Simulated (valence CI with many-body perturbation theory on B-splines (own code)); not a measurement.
**How close is CI+MBPT for V2+?**

Method: configuration interaction combined with many-body perturbation theory (CI+MBPT): three valence electrons over a frozen Dirac-Fock core [Ar], radial functions for each j: 7 s, 7 p, 8 d, 6 f, 4 g, 1 h, with the one-electron correlation potential Σ1, the two-electron term Σ2, the three-electron term Σ3, Breit, model QED; selected CI, second order for the rest, scaled by the run's own slope (own B-spline code, finite nucleus).

Against 62 measured levels this calculation errs by 1108 cm⁻¹ on average and by 2012 at most. These come from a selection out of Sugar and Corliss, J. Phys. Chem. Ref. Data 7, 1191 (1978). Levels without a partner in it may be off by more, other configurations by 1,000 to 8,000 cm⁻¹. 2 measured levels below the end of the list, from 89458 cm⁻¹ on, found no clear computed partner, and computed levels of the same name lie up to 2347 cm⁻¹ from them.

Measured levels: Sugar and Corliss, J. Phys. Chem. Ref. Data 7, 1191 (1978). Pairs share parity and J, and are chosen by configuration, term and nearness in energy; levels without a clear partner are left out. Energies in cm⁻¹ above the measured ground level.

Names give the largest LS component (configuration and term), which can be under half, so a name can repeat, a term be missing and a line seem to break the LS rules; names also repeat where a configuration has a term twice. Letters in brackets count levels of one name in rising energy.

```csv
Computed label,Label in the source,Measured,Computed,Difference
3d3 4F_3/2,3d3 a 4F,0,0.0,0
3d3 4F_5/2,3d3 a 4F,145.5,142.2,-3
3d3 4F_7/2,3d3 a 4F,341.5,335.0,-6
3d3 4F_9/2,3d3 a 4F,583.8,573.3,-10
3d3 4P_1/2,3d3 a 4P,11513.8,11935.7,+422
3d3 4P_3/2,3d3 a 4P,11591.8,12012.6,+421
3d3 4P_5/2,3d3 a 4P,11769.7,12187.4,+418
3d3 2G_7/2,3d3 a 2G,11966.3,11909.1,-57
3d3 2G_9/2,3d3 a 2G,12187,12125.5,-62
3d3 2P_3/2,3d3 a 2P,15550.3,16102.4,+552
3d3 2P_1/2,3d3 a 2P,15579.8,16116.0,+536
3d3 2D_3/2 [a],3d3 a 2D2,16330.5,16893.8,+563
3d3 2D_5/2 [a],3d3 a 2D2,16374.7,16949.2,+574
3d3 2H_9/2,3d3 a 2H,16810.9,16364.3,-447
3d3 2H_11/2,3d3 a 2H,16977.6,16528.1,-449
3d3 2F_7/2,3d3 a 2F,27727.8,28006.9,+279
3d3 2F_5/2,3d3 a 2F,27846.8,28122.0,+275
3d3 2D_5/2 [b],3d3 b 2D1,42267.4,43105.6,+838
3d3 2D_3/2 [b],3d3 b 2D1,42371.2,43203.3,+832
3d2 4s 4F_3/2,3d2(3F) 4s b 4F,43942.5,42511.8,-1431
3d2 4s 4F_5/2,3d2(3F) 4s b 4F,44110.0,42678.3,-1432
3d2 4s 4F_7/2,3d2(3F) 4s b 4F,44345.8,42912.6,-1433
3d2 4s 4F_9/2,3d2(3F) 4s b 4F,44647.0,43212.2,-1435
3d2 4s 2F_5/2,3d2(3F) 4s b 2F,49327.7,47975.5,-1352
3d2 4s 2F_7/2,3d2(3F) 4s b 2F,49805.3,48449.1,-1356
3d2 4s 2D_5/2,3d2(1D) 4s c 2D,56160.4,55309.5,-851
3d2 4s 2D_3/2,3d2(1D) 4s c 2D,56256.8,55398.2,-859
3d2 4s 4P_1/2,3d2(3P) 4s b 4P,56529.3,55747.6,-782
3d2 4s 4P_3/2,3d2(3P) 4s b 4P,56669.1,55879.4,-790
3d2 4s 4P_5/2,3d2(3P) 4s b 4P,56922.5,56123.9,-799
3d2 4s 2P_1/2,3d2(3P) 4s b 2P,61578.7,60999.0,-580
3d2 4s 2P_3/2,3d2(3P) 4s b 2P,61777.2,61196.2,-581
3d2 4s 2G_9/2,3d2(1G) 4s b 2G,63303.1,61923.0,-1380
3d2 4s 2G_7/2,3d2(1G) 4s b 2G,63315.1,61935.3,-1380
3d2 4p 4G°_5/2,3d2(3F) 4p z 4G°,85524,83698.4,-1826
3d2 4p 4G°_7/2,3d2(3F) 4p z 4G°,85875.7,84045.4,-1830
3d2 4s 2S_1/2,3d2 4s a 2S,86304,86448.7,+145
3d2 4p 4G°_9/2,3d2(3F) 4p z 4G°,86306.4,84471.0,-1835
3d2 4p 4F°_3/2,3d2(3F) 4p z 4F°,86716.8,84830.5,-1886
3d2 4p 4G°_11/2,3d2(3F) 4p z 4G°,86809.4,84968.6,-1841
3d2 4p 4F°_5/2,3d2(3F) 4p z 4F°,86938.0,85049.9,-1888
3d2 4p 4F°_7/2,3d2(3F) 4p z 4F°,87218.9,85328.9,-1890
3d2 4p 4F°_9/2,3d2(3F) 4p z 4F°,87544.5,85653.3,-1891
3d2 4p 2F°_5/2 [a],3d2(3F) 4p z 2F°,87880.9,86008.9,-1872
3d2 4p 2F°_7/2 [a],3d2(3F) 4p z 2F°,88328.0,86446.8,-1881
3d2 4p 2D°_3/2 [a],3d2(3F) 4p 2D°,88559.1,86732.4,-1827
3d2 4p 4D°_1/2 [a],3d2(3F) 4p 4D°,89005.6,87171.8,-1834
3d2 4p 4D°_3/2 [a],3d2(3F) 4p 4D°,89193.5,87359.5,-1834
3d2 4p 4D°_7/2 [a],3d2(3F) 4p 4D°,89417.5,87582.1,-1835
3d2 4p 2G°_7/2 [a],3d2(3F) 4p z 2G°,91710.4,89698.7,-2012
3d2 4p 2G°_9/2 [a],3d2(3F) 4p z 2G°,92052.6,90041.2,-2011
3d2 4p 2S°_1/2,3d2(3P) 4p z 2S°,94714.2,93415.2,-1299
3d2 4p 4S°_3/2,3d2(3P) 4p z 4S°,97512,96121.7,-1390
3d2 4p 2P°_3/2 [a],3d2(1D) 4p z 2P°,98062.2,96661.4,-1401
3d2 4p 2F°_5/2 [b],3d2(1D) 4p y 2F°,98383.5,96915.8,-1468
3d2 4p 2P°_1/2 [a],3d2(1D) 4p z 2P°,98399.4,96974.0,-1425
3d2 4p 2F°_7/2 [b],3d2(1D) 4p y 2F°,98825.2,97356.1,-1469
3d2 4p 4D°_1/2 [b],3d2(3P) 4p y 4D°,99073.2,97899.3,-1174
3d2 4p 4D°_3/2 [b],3d2(3P) 4p y 4D°,99181.5,97970.3,-1211
3d2 4p 2D°_3/2 [b],3d2(1D) 4p y 2D°,99508.5,98244.3,-1264
```

The table shows the lowest 60 pairs. Over 62 excited levels the mean absolute difference is 1108 cm⁻¹, the median 1238 and the largest 2012. The comparison draws on a selection of the measured levels: 63 of the 201 computed ones have a partner in it, and others may be off by more.

These 2 measured levels below the end of the computed list are not counted above. Beside each stands the unpaired computed level of its name, or else the nearest of its J and parity; the gap is either an error of the method or a doubtful assignment.

```csv
Label in the source,J,Measured,Unpaired level,Computed
3d2(3F) 4p 2D°,5/2,89458,3d2 4p 2D°_5/2 [a],87110
3d2(1D) 4p y 2D°,5/2,99805,3d2 4p 2D°_5/2 [b],98546
```
